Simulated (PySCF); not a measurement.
H3BOS (SMILES OBS), singlet, geometry from GFN2-xTB; PySCF with CISD/aug-cc-pVDZ.

PySCF was given this input:
```python
from pyscf import gto, scf, ci

mol = gto.M(
    atom='''
B    -0.50925709    0.20412371   -0.61526094
H    -1.25522314   -0.26241408   -1.38164238
O    -0.32606275    1.51631569   -0.63802988
H     0.28104137    1.92771857   -0.01989709
S     0.31777304   -0.92421771    0.52429392
H     1.04460049   -0.02896512    1.19338047
''',
    basis='aug-cc-pvdz',
    verbose=4,
    max_memory=1800,
)

mf = scf.RHF(mol)
mf.kernel()

myci = ci.CISD(mf, frozen=7)
myci.kernel()
print('E(CISD) = %.10f' % myci.e_tot)
```

Output, abridged:

```
PySCF version 2.14.0

[INPUT] verbose = 4
[INPUT] num. atoms = 6
[INPUT] num. electrons = 32
[INPUT] charge = 0
[INPUT] spin (= nelec alpha-beta = 2S) = 0
[INPUT] symmetry False subgroup None
[INPUT] Mole.unit = angstrom
[INPUT] Symbol           X                Y                Z      unit          X                Y                Z       unit  Magmom
[INPUT]  1 B     -0.509257090000   0.204123710000  -0.615260940000 AA   -0.962356427093   0.385737907430  -1.162674671742 Bohr   0.0
[INPUT]  2 H     -1.255223140000  -0.262414080000  -1.381642380000 AA   -2.372027959817  -0.495890742430  -2.610925700292 Bohr   0.0
[INPUT]  3 O     -0.326062750000   1.516315690000  -0.638029880000 AA   -0.616169296923   2.865421372481  -1.205701732489 Bohr   0.0
[INPUT]  4 H      0.281041370000   1.927718570000  -0.019897090000 AA    0.531091218973   3.642860142538  -0.037600050776 Bohr   0.0
[INPUT]  5 S      0.317773040000  -0.924217710000   0.524293920000 AA    0.600504015370  -1.746518351373   0.990771917575 Bohr   0.0
[INPUT]  6 H      1.044600490000  -0.028965120000   1.193380470000 AA    1.974008835686  -0.054736143965   2.255162250705 Bohr   0.0

nuclear repulsion = 89.563873544037
number of shells = 39
number of NR pGTOs = 153
number of NR cGTOs = 100
basis = aug-cc-pvdz
ecp = {}

******** <class 'pyscf.scf.hf.RHF'> ********
method = RHF
initial guess = minao
damping factor = 0
level_shift factor = 0
DIIS = <class 'pyscf.scf.diis.CDIIS'>
diis_start_cycle = 1
diis_space = 8
diis_damp = 0
SCF conv_tol = 1e-09
SCF conv_tol_grad = None
SCF max_cycles = 50
direct_scf = True
direct_scf_tol = 1e-13
Set gradient conv threshold to 3.16228e-05
Initial guess from minao.
init E= -499.238471504679
  HOMO = -0.335744214870488  LUMO = 0.0284088641944722  gap/eV = 9.90911
cycle= 1 E= -498.854789247748  delta_E= 0.384  |g|= 0.477  |ddm|= 2.41
  HOMO = -0.393660230667562  LUMO = 0.0218363344572765  gap/eV = 11.30624
cycle= 2 E= -498.904925431588  delta_E= -0.0501  |g|= 0.247  |ddm|= 0.554
  HOMO = -0.392764867066592  LUMO = 0.028338235697861  gap/eV = 11.45880
cycle= 3 E= -498.916824303035  delta_E= -0.0119  |g|= 0.0508  |ddm|= 0.208
  HOMO = -0.392924704989759  LUMO = 0.0310797148167268  gap/eV = 11.53775
cycle= 4 E= -498.917787501755  delta_E= -0.000963  |g|= 0.0131  |ddm|= 0.096
  HOMO = -0.39196777330791  LUMO = 0.0304621972729073  gap/eV = 11.49490
cycle= 5 E= -498.917874805199  delta_E= -8.73e-05  |g|= 0.00319  |ddm|= 0.0221
  HOMO = -0.392468717434241  LUMO = 0.0304724470215794  gap/eV = 11.50882
cycle= 6 E= -498.917882987169  delta_E= -8.18e-06  |g|= 0.00093  |ddm|= 0.00734
  HOMO = -0.392437837221651  LUMO = 0.0305050903974173  gap/eV = 11.50886
cycle= 7 E= -498.917883681287  delta_E= -6.94e-07  |g|= 0.000261  |ddm|= 0.00227
  HOMO = -0.392458484226511  LUMO = 0.030499479720727  gap/eV = 11.50927
cycle= 8 E= -498.917883743222  delta_E= -6.19e-08  |g|= 7.32e-05  |ddm|= 0.000747
  HOMO = -0.392467961991703  LUMO = 0.030502638926091  gap/eV = 11.50962
cycle= 9 E= -498.917883748286  delta_E= -5.06e-09  |g|= 2.13e-05  |ddm|= 0.000195
  HOMO = -0.392464630910506  LUMO = 0.0305022125032028  gap/eV = 11.50951
cycle= 10 E= -498.917883748741  delta_E= -4.55e-10  |g|= 6.12e-06  |ddm|= 5.51e-05
  HOMO = -0.392465905989094  LUMO = 0.0305020691743891  gap/eV = 11.50954
Extra cycle  E= -498.917883748772  delta_E= -3.07e-11  |g|= 2.93e-06  |ddm|= 1.18e-05
converged SCF energy = -498.917883748772

******** <class 'pyscf.ci.cisd.RCISD'> ********
CISD nocc = 9, nmo = 93
frozen orbitals 7
max_cycle = 50
direct = 0
conv_tol = 1e-09
max_cycle = 50
max_space = 12
lindep = 0
nroots = 1
Init t2, MP2 energy = -0.429807056673062
RCISD converged
E(RCISD) = -499.3249350622966  E_corr = -0.407051313524974
E(CISD) = -499.3249350623
```
